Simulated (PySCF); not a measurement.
Hf(F)3(NH2) (F₃H₂HfN), SMILES [F][Hf]([F])([NH2])[F], multiplicity 1.

Coordinates come from a PBE-D3(BJ)/def2-SVP optimisation. The multiplicity is an assumed one; no other spin state was optimised. The structure was generated by enumeration; whether it is a known compound was not checked. The def2 effective core potentials stand for the cores of Hf; spin–orbit coupling is left out. Other conformers were not sampled.

Two levels are set side by side: PBE/def2-TZVP (PySCF) and HF/def2-TZVP (PySCF). Same geometry, gas phase. Differences are taken from unrounded values.

| quantity | PBE |
|---|---|
| orbital gap (eV) | 5.13 |
| highest occupied level (eV) | -6.68 |
| lowest empty level (eV) | -1.55 |
| dipole moment (D) | 2.39 |
| mean polarisability (bohr³) | 43.8 |

### Question
These are the PBE values. What does HF give? (The exact figures need the calculation; the answer reports its results.)

### Answer

```json
[
 {"quantity": "orbital gap (eV)", "HF": "13.20", "PBE minus HF": "-8.07"},
 {"quantity": "highest occupied level (eV)", "HF": "-11.65", "PBE minus HF": "4.97"},
 {"quantity": "lowest empty level (eV)", "HF": "1.56", "PBE minus HF": "-3.11"},
 {"quantity": "dipole moment (D)", "HF": "2.43", "PBE minus HF": "-0.03"},
 {"quantity": "mean polarisability (bohr³)", "HF": "34.2", "PBE minus HF": "9.6"}
]
```

Without exact exchange PBE keeps part of each electron's self-repulsion, which lifts occupied levels and narrows the gap. PBE's more diffuse valence density responds more strongly to a field. Differences between two approximate levels are no errors against the true value.

Rough cost on one machine, each run with all the roots and properties that it gave: HF against PBE about 1/2.
